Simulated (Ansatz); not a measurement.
Consider the hydrogenolysis of the Si–Si bond: `[SiH3][Si]1(P)CC1` + H₂ → `P[SiH]1CC1` + SiH₄.

Gas-phase electronic energies from Ansatz, PBE0-D4/def2-TZVP geometries. CBS: MP2 limit from def2 TZ/QZ plus the TZ coupled-cluster correction, frozen cores. This one scheme is used for every species. DFT in def2-TZVPP. B3LYP here is the variant with VWN-RPA as its local correlation; programs differ in this. HSE06 is defined as in plane-wave codes. Each species was taken in one conformer, which may not be the lowest.

```json
{"level": "PBE-D4", "ΔE (kJ/mol)": "2.8", "difference from CCSD(T)/CBS": "13.2"}
{"level": "revPBE-D4", "ΔE (kJ/mol)": "6.1", "difference from CCSD(T)/CBS": "16.5"}
{"level": "BLYP-D4", "ΔE (kJ/mol)": "-6.2", "difference from CCSD(T)/CBS": "4.2"}
{"level": "r2SCAN-D4", "ΔE (kJ/mol)": "-5.6", "difference from CCSD(T)/CBS": "4.8"}
{"level": "B97M-V", "ΔE (kJ/mol)": "-11.1", "difference from CCSD(T)/CBS": "-0.7"}
{"level": "PBE0-D4", "ΔE (kJ/mol)": "-3.5", "difference from CCSD(T)/CBS": "6.9"}
{"level": "B3LYP-D4", "ΔE (kJ/mol)": "-11.4", "difference from CCSD(T)/CBS": "-1.0"}
{"level": "r2SCANh-D4", "ΔE (kJ/mol)": "-7.3", "difference from CCSD(T)/CBS": "3.1"}
{"level": "r2SCAN0-D4", "ΔE (kJ/mol)": "-9.7", "difference from CCSD(T)/CBS": "0.7"}
{"level": "BHLYP-D4", "ΔE (kJ/mol)": "-18.7", "difference from CCSD(T)/CBS": "-8.3"}
{"level": "CAM-B3LYP-D4", "ΔE (kJ/mol)": "-20.2", "difference from CCSD(T)/CBS": "-9.8"}
{"level": "ωB97X-V", "ΔE (kJ/mol)": "-15.2", "difference from CCSD(T)/CBS": "-4.8"}
{"level": "ωB97M-V", "ΔE (kJ/mol)": "-17.4", "difference from CCSD(T)/CBS": "-7.0"}
{"level": "B2PLYP", "ΔE (kJ/mol)": "-20.1", "difference from CCSD(T)/CBS": "-9.7"}
{"level": "PBE-QIDH", "ΔE (kJ/mol)": "-11.9", "difference from CCSD(T)/CBS": "-1.5"}
{"level": "PBE", "ΔE (kJ/mol)": "-5.8", "difference from CCSD(T)/CBS": "4.6"}
{"level": "revPBE", "ΔE (kJ/mol)": "-7.7", "difference from CCSD(T)/CBS": "2.7"}
{"level": "BLYP", "ΔE (kJ/mol)": "-22.2", "difference from CCSD(T)/CBS": "-11.8"}
{"level": "PBE0", "ΔE (kJ/mol)": "-11.4", "difference from CCSD(T)/CBS": "-1.0"}
{"level": "B3LYP", "ΔE (kJ/mol)": "-25.0", "difference from CCSD(T)/CBS": "-14.6"}
{"level": "r2SCANh", "ΔE (kJ/mol)": "-10.1", "difference from CCSD(T)/CBS": "0.3"}
{"level": "r2SCAN0", "ΔE (kJ/mol)": "-12.9", "difference from CCSD(T)/CBS": "-2.5"}
{"level": "HSE06", "ΔE (kJ/mol)": "-11.1", "difference from CCSD(T)/CBS": "-0.7"}
{"level": "BHLYP", "ΔE (kJ/mol)": "-32.0", "difference from CCSD(T)/CBS": "-21.6"}
{"level": "CAM-B3LYP", "ΔE (kJ/mol)": "-28.9", "difference from CCSD(T)/CBS": "-18.5"}
{"level": "LC-ωPBE", "ΔE (kJ/mol)": "-17.4", "difference from CCSD(T)/CBS": "-7.0"}
{"level": "HF/def2-SVP", "ΔE (kJ/mol)": "-51.3", "difference from CCSD(T)/CBS": "-40.9"}
{"level": "MP2/def2-SVP", "ΔE (kJ/mol)": "-20.6", "difference from CCSD(T)/CBS": "-10.2"}
{"level": "CCSD/def2-SVP", "ΔE (kJ/mol)": "-29.4", "difference from CCSD(T)/CBS": "-19.0"}
{"level": "CCSD(T)/def2-SVP", "ΔE (kJ/mol)": "-24.4", "difference from CCSD(T)/CBS": "-14.0"}
{"level": "HF/def2-TZVPP", "ΔE (kJ/mol)": "-46.6", "difference from CCSD(T)/CBS": "-36.2"}
{"level": "MP2/def2-TZVPP", "ΔE (kJ/mol)": "-10.1", "difference from CCSD(T)/CBS": "0.3"}
{"level": "CCSD/def2-TZVPP", "ΔE (kJ/mol)": "-20.1", "difference from CCSD(T)/CBS": "-9.7"}
{"level": "CCSD(T)/def2-TZVPP", "ΔE (kJ/mol)": "-13.3", "difference from CCSD(T)/CBS": "-2.9"}
{"level": "HF/def2-QZVPP", "ΔE (kJ/mol)": "-47.0", "difference from CCSD(T)/CBS": "-36.6"}
{"level": "MP2/def2-QZVPP", "ΔE (kJ/mol)": "-8.6", "difference from CCSD(T)/CBS": "1.8"}
{"level": "SCS-MP2/def2-QZVPP", "ΔE (kJ/mol)": "-17.0", "difference from CCSD(T)/CBS": "-6.6"}
{"level": "HF/CBS(def2)", "ΔE (kJ/mol)": "-47.1", "difference from CCSD(T)/CBS": "-36.7"}
{"level": "MP2/CBS(def2)", "ΔE (kJ/mol)": "-7.2", "difference from CCSD(T)/CBS": "3.2"}
{"level": "CCSD/CBS(def2)", "ΔE (kJ/mol)": "-17.2", "difference from CCSD(T)/CBS": "-6.8"}
{"level": "CCSD(T)/CBS", "ΔE (kJ/mol)": "-10.4", "difference from CCSD(T)/CBS": "0"}
```

Largest T1 diagnostic among the species: 0.013.

From r2SCAN to r2SCAN0 (25 % exact exchange), in def2-TZVPP and without D4, ΔE moves by −4.7 kJ/mol. At CCSD(T), def2-SVP lies −14.0 kJ/mol from the extrapolated value and def2-TZVPP −2.9 kJ/mol.

CCSD(T)/CBS has its own doubt, a few kJ/mol and more with outer-core shells, so smaller differences from it don't rank the levels.
